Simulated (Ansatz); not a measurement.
`SB1CO1` + HCl → `ClB1CO1` + H₂S at 298.15 K and 1 bar (ligand exchange at a B–S bond).

Program: Ansatz. Geometries: PBE0-D4/def2-TZVP. ΔE: electronic, gas phase. CCSD(T)/CBS adds triple-zeta CCSD(T) − MP2 to the extrapolated MP2 energy (def2 sets, frozen cores). This one scheme is used for every species. Each species was taken in one conformer, which may not be the lowest.

| species | CCSD(T)/CBS energy (Eh) | H − E (kJ/mol) | S (J/(mol·K)) |
| --- | --- | --- | --- |
| `SB1CO1` | -537.61656 | 130.3 | 287.5 |
| HCl | -460.38127 | 26.6 | 186.8 |
| `ClB1CO1` | -599.02877 | 106.3 | 280.8 |
| H₂S | -398.97279 | 49.9 | 205.7 |

H − E and S are ideal-gas, rigid-rotor, harmonic terms from PBE0-D4/def2-TZVP, for one conformer and one mirror image of each species. 1 Eh = 2625.50 kJ/mol, R = 8.31446 J/(mol·K).

Problem. By hand: ΔE, ΔH, ΔS and ΔG.

Solution. ΔE = (-599.02877) + (-398.97279) − (-537.61656) − (-460.38127) = -0.00373 Eh = -9.8 kJ/mol. Δ(H − E) = 106.3 + 49.9 − 130.3 − 26.6 = -0.7, so ΔH = -10.5 kJ/mol. ΔS = 280.8 + 205.7 − 287.5 − 186.8 = 12.2 J/(mol·K). ΔG = -10.5 − 298.15 × (12.2)/1000 = -14.1 kJ/mol.

Problem. By hand: the equilibrium constant, and the temperature at which ΔG would vanish if ΔH and ΔS stayed fixed.

Solution. log₁₀ K = −ΔG/(RT ln 10) = 2.5. ΔH and −TΔS have one sign here, so there is no such temperature.

TΔS isn't small against ΔH here. A doubt of 5 kJ/mol in ΔE shifts log₁₀ K by 0.9 here. Other conformers and mirror images would add mixing entropy, several J/(mol·K) or more a flexible species. These are equilibria of isolated gas molecules and say nothing of rates. Largest T1 diagnostic: 0.015 (customary marks: 0.02 for closed shells, 0.045 for open ones).

ΔS is within the doubt of such terms, so its sign, and with it that verdict, could turn.
